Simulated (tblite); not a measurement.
Compound: C3H5B2BrF4.
Bonds: F1–B2, B2–Br3, B2–C4, C4–B5, B5–C6, C6–C7, C7–F8, C7–F9, C7–F10. Hydrogens: H11, H12 on C4; H13 on B5; H14, H15 on C6.

Computed with GFN2-xTB (tblite), gas phase: L-BFGS steps from a force-field or distance-geometry start until the largest atomic force falls under 0.01 eV/Å.

Step 1: E = -939.5058 eV
```
atom  x, y, z in Å  |  force x, y, z in eV/Å
F1      2.2449    0.3039    1.8421   -0.215   0.688  -2.213
B2      2.0449    0.4339    0.4923    0.371  -0.260   0.621
Br3     2.5201    2.0310   -0.5522   -0.321  -0.924   1.094
C4      1.5214   -0.8566   -0.3083    0.017   0.072   0.160
B5     -0.0557   -0.9800   -0.2468    0.330   0.488   0.887
C6     -1.0208    0.1847   -0.7689    0.351  -0.386  -0.210
C7     -1.8920    0.5216    0.4303    0.394  -0.262  -0.596
F8     -1.0988    0.9175    1.4833   -1.252  -0.232  -0.652
F9     -2.5600   -0.6237    0.7513   -0.105   1.225   0.539
F10    -2.8069    1.4821    0.1547    0.554  -0.563   0.689
H11     1.8333   -0.8368   -1.3586    0.097   0.151   0.217
H12     1.9646   -1.7305    0.1859   -0.038   0.109  -0.233
H13    -0.5076   -1.6935    0.5697    0.069  -0.270  -0.404
H14    -0.4939    1.0604   -1.1604   -0.297  -0.044   0.109
H15    -1.6980   -0.2059   -1.5361    0.044   0.207  -0.007
```

Step 2: E = -939.7061 eV
```
atom  x, y, z in Å  |  force x, y, z in eV/Å
F1      2.2354    0.3320    1.7474    0.589   0.240   3.294
B2      2.0613    0.4243    0.5223   -0.574  -0.210  -4.299
Br3     2.5068    1.9927   -0.5073   -0.117  -0.283   0.644
C4      1.5230   -0.8558   -0.3015   -0.027   0.237   0.022
B5     -0.0433   -0.9602   -0.2092    0.400   0.311   0.230
C6     -1.0072    0.1673   -0.7787    0.208  -0.032  -0.009
C7     -1.8763    0.5112    0.4070    0.122  -0.194  -0.546
F8     -1.1517    0.9072    1.4549    0.117   0.183   0.431
F9     -2.5633   -0.5715    0.7728   -0.494  -0.186   0.472
F10    -2.7829    1.4573    0.1839   -0.209   0.433  -0.097
H11     1.8373   -0.8306   -1.3501    0.035   0.175   0.181
H12     1.9623   -1.7245    0.1755    0.139  -0.257  -0.035
H13    -0.5043   -1.7039    0.5521   -0.068  -0.384  -0.039
H14    -0.5060    1.0591   -1.1558   -0.100   0.019  -0.005
H15    -1.6954   -0.1966   -1.5353   -0.020  -0.052  -0.244
```

Step 3: E = -939.8533 eV
```
atom  x, y, z in Å  |  force x, y, z in eV/Å
F1      2.2408    0.3326    1.7800    0.071   0.414  -0.213
B2      2.0559    0.4236    0.4847    0.045  -0.207  -0.557
Br3     2.5064    1.9920   -0.5040   -0.126  -0.282   0.586
C4      1.5231   -0.8548   -0.3015    0.032   0.048  -0.066
B5     -0.0411   -0.9587   -0.2085    0.258   0.232   0.287
C6     -1.0065    0.1671   -0.7789    0.182  -0.049  -0.040
C7     -1.8764    0.5103    0.4040    0.018  -0.106  -0.226
F8     -1.1486    0.9091    1.4595   -0.066   0.087   0.161
F9     -2.5670   -0.5750    0.7756   -0.359   0.022   0.378
F10    -2.7853    1.4615    0.1819   -0.046   0.245  -0.057
H11     1.8374   -0.8294   -1.3491    0.014   0.125   0.110
H12     1.9632   -1.7263    0.1754    0.101  -0.177  -0.047
H13    -0.5048   -1.7064    0.5522   -0.027  -0.328  -0.099
H14    -0.5062    1.0596   -1.1561   -0.106   0.020  -0.003
H15    -1.6953   -0.1972   -1.5369    0.010  -0.044  -0.214
```

Step 4: E = -939.8913 eV
```
atom  x, y, z in Å  |  force x, y, z in eV/Å
F1      2.2419    0.3434    1.7714    0.046   0.336  -0.282
B2      2.0578    0.4191    0.4702    0.082  -0.178  -0.123
Br3     2.5023    1.9816   -0.4872   -0.059  -0.037   0.369
C4      1.5242   -0.8544   -0.3014    0.072  -0.101  -0.056
B5     -0.0349   -0.9518   -0.1978    0.130   0.085   0.194
C6     -1.0018    0.1632   -0.7815    0.035  -0.019  -0.011
C7     -1.8740    0.5070    0.3965   -0.153  -0.011   0.058
F8     -1.1570    0.9093    1.4586    0.066   0.082   0.143
F9     -2.5739   -0.5672    0.7854   -0.287  -0.046   0.246
F10    -2.7827    1.4624    0.1850   -0.039   0.249  -0.186
H11     1.8382   -0.8262   -1.3459    0.005   0.096  -0.001
H12     1.9645   -1.7282    0.1729    0.095  -0.163  -0.047
H13    -0.5047   -1.7136    0.5478   -0.002  -0.265  -0.092
H14    -0.5097    1.0600   -1.1555   -0.060   0.047  -0.024
H15    -1.6945   -0.1965   -1.5402    0.068  -0.076  -0.189
```

**Question.** Estimate the geometry and energy of step 5. (The exact step hangs on the optimiser's Hessian estimate; all steps are aligned on step 4, rigid shifts and turns removed.)

**Answer.** E = -939.9184 eV, largest force 0.365 eV/Å
```
atom  x, y, z in Å  |  force x, y, z in eV/Å
F1      2.2440    0.3605    1.7582    0.031   0.197  -0.198
B2      2.0614    0.4113    0.4543    0.098  -0.133   0.249
Br3     2.4973    1.9719   -0.4642    0.023   0.270   0.077
C4      1.5271   -0.8574   -0.3020    0.087  -0.219  -0.033
B5     -0.0271   -0.9441   -0.1833   -0.037  -0.077   0.061
C6     -0.9974    0.1587   -0.7843   -0.145   0.021   0.102
C7     -1.8759    0.5040    0.3920   -0.240   0.082   0.263
F8     -1.1639    0.9109    1.4601    0.102   0.043   0.043
F9     -2.5860   -0.5601    0.7993   -0.164  -0.003   0.085
F10    -2.7805    1.4678    0.1838    0.012   0.166  -0.251
H11     1.8392   -0.8212   -1.3436   -0.003   0.044  -0.119
H12     1.9675   -1.7330    0.1691    0.096  -0.163  -0.056
H13    -0.5044   -1.7256    0.5412    0.034  -0.169  -0.087
H14    -0.5142    1.0616   -1.1556   -0.036   0.039  -0.018
H15    -1.6916   -0.1973   -1.5470    0.142  -0.099  -0.120
```

The energy changes by -0.0271 eV. The first-order estimate −F·Δx gives -0.0430 eV and the mean of the old and new forces, exact on a quadratic surface, -0.0268 eV. The step makes an angle of 32° with the force vector and moves no atom by more than 0.025 Å.

The cost below is that of the whole relaxation. Hardware: an Arm Neoverse N1 with one thread, no GPU (shared host). Cost: 1.9 s wall.
